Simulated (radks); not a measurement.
Values are calculated unless marked as measured or tabulated.
Q: Species: Cs II. Configuration: [Xe]. Code: a radial shooting solver on a logarithmic mesh with Libxc functionals. Model: Dirac Kohn-Sham, PBEsol, spin-unpolarised, spherical densities, point nucleus. Some entries of the table are withheld. Estimate them.

orbital,occ.,eigenvalue (hartree),<r> (bohr),<1/r> (bohr^-1)
1s1/2,2,(1),(2),59.39
2s1/2,2,-206.2346,0.1117,(3)
2p1/2,2,-194.0500,0.09405,(4)
2p3/2,4,-181.1136,0.09994,(5)
3s1/2,2,-43.02012,0.2989,4.986
3p1/2,2,-37.93011,0.2888,4.899
3p3/2,4,-35.45145,0.3006,4.609
3d3/2,4,-26.50167,(6),4.469
3d5/2,6,-25.97524,(7),4.395
4s1/2,2,-8.26822,0.6949,2.035
4p1/2,2,-6.44188,0.7208,1.928
4p3/2,4,-5.93470,0.7484,1.834
4d3/2,4,-2.96522,0.8311,1.599
4d5/2,6,-2.88112,0.8415,1.575
5s1/2,2,-1.17396,1.738,0.7587
5p1/2,2,-0.72875,2.006,0.6505
5p3/2,4,-0.66757,2.098,0.6180

A: 
(1) 1s1/2 eigenvalue (hartree): -1314.155
(2) 1s1/2 <r> (bohr): 0.02612
(3) 2s1/2 <1/r> (bohr^-1): 13.91
(4) 2p1/2 <1/r> (bohr^-1): 13.90
(5) 2p3/2 <1/r> (bohr^-1): 12.73
(6) 3d3/2 <r> (bohr): 0.2714
(7) 3d5/2 <r> (bohr): 0.2752
